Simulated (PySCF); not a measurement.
# Orbital picture of AuBr

PBE0 at R = 2.371 Å; PySCF, scalar-relativistic core potentials, basis sets Au cc-pVDZ-PP with ECP60, Br cc-pVDZ-PP with ECP10. State: ³Π (triplet), unpaired electrons σ ↑, π ↑, a second solution, started from another occupation. Only the outer orbitals are listed, counted within each symmetry, core potentials removing the inner ones.

```tsv
spin	orbital	occ.	ε (eV)	on Au (%)	main shells (%)
α	4π	1	-10.93	69	68 Au d, 31 Br p
α	2δ	1	-9.97	99	98 Au d
α	2δ	1	-9.94	100	100 Au d
α	5π	1	-9.68	36	64 Br p, 35 Au d
α	8σ	1	-9.09	75	55 Au d, 25 Br p, 19 Au s
α	5π	1	-8.85	33	67 Br p, 31 Au d
α	9σ	1	-5.91	83	70 Au s, 17 Br p, 11 Au p
α	6π	0	-0.43	99	99 Au p
α	6π	0	-0.25	99	99 Au p
α	10σ	0	0.81	104	100 Au p
β	4π	1	-10.54	66	65 Au d, 34 Br p
β	4π	1	-9.81	61	60 Au d, 39 Br p
β	2δ	1	-9.62	99	98 Au d
β	2δ	1	-9.59	100	100 Au d
β	8σ	1	-8.63	78	52 Au d, 25 Au s, 22 Br p
β	5π	1	-8.42	36	64 Br p, 35 Au d
β	5π	0	-6.21	41	59 Br p, 40 Au d
β	9σ	0	-3.02	83	72 Au s, 17 Br p
β	6π	0	0.14	98	99 Au p
```

Q: Which are the highest filled and the lowest empty level, where do they sit, and how wide is the gap?

A: Highest filled α 9σ at -5.91 eV (in %: 70 Au s, 17 Br p, 11 Au p); lowest empty β 5π at -6.21 eV (in %: 59 Br p, 40 Au d); the gap at PBE0 is -0.30 eV.

The bond order (Mayer) is 1.12. The ⟨S²⟩ is 2.007 and the charge on Au (Mulliken, basis-dependent) is 0.02. The charge on Au (Löwdin, basis-dependent) is -0.27 and the dipole moment (positive dipole means Au(−)Br(+)) is 0.94 D.

Shares are Mulliken populations and can fall outside 0 to 100 %.

Spin–orbit coupling is left out. Counting both spins, an empty level lies below a filled one in this solution, because spin and occupation are held.
